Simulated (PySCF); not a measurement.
C₂H₆N₂OSi, SMILES C[Si@@H](N)N=C=O.

The structure is a stationary point at B3LYP-D3(BJ)/def2-SVP. The structure was generated by enumeration; whether it is a known compound was not checked. Other conformers were not sampled.

Level of theory: TDDFT-PBE/def2-SVPD (PySCF).

Vertical excitations. 

| state | energy (eV) | λ (nm) | f | main pairs |
|---|---|---|---|---|
| S1 | 6.02 | 206 | 0.051 | HOMO→LUMO 91 % |
| S2 | 6.29 | 197 | 0.016 | HOMO→LUMO+1 89 % |
| S3 | 6.42 | 193 | 0.009 | HOMO−1→LUMO 96 % |
| S4 | 6.49 | 191 | 0.002 | HOMO→LUMO+2 98 % |
| S5 | 6.82 | 182 | 0.032 | HOMO−1→LUMO+1 66 %, HOMO−2→LUMO 27 % |
| S6 | 6.88 | 180 | 0.009 | HOMO−2→LUMO 57 %, HOMO−1→LUMO+1 17 %, HOMO−1→LUMO+2 15 % |
| S7 | 6.99 | 177 | 0.009 | HOMO→LUMO+3 85 % |
| S8 | 7.14 | 174 | 0.014 | HOMO−1→LUMO+2 49 %, HOMO−2→LUMO+1 35 % |
| S9 | 7.16 | 173 | 0.010 | HOMO→LUMO+4 65 %, HOMO−2→LUMO+1 27 % |
| S10 | 7.32 | 169 | 0.033 | HOMO−2→LUMO+2 34 %, HOMO−2→LUMO+1 23 %, HOMO−1→LUMO+3 13 %, HOMO→LUMO+4 10 % |
| T1 | 5.70 | 218 | 0 | HOMO→LUMO 98 % |
| T2 | 6.12 | 203 | 0 | HOMO→LUMO+1 92 % |
| T3 | 6.26 | 198 | 0 | HOMO−1→LUMO 72 %, HOMO→LUMO+2 13 % |
| T4 | 6.37 | 195 | 0 | HOMO→LUMO+2 75 %, HOMO−1→LUMO 18 % |
Triplets are in the Tamm–Dancoff approximation, which puts them higher than full response would, so one can lie above its singlet here.
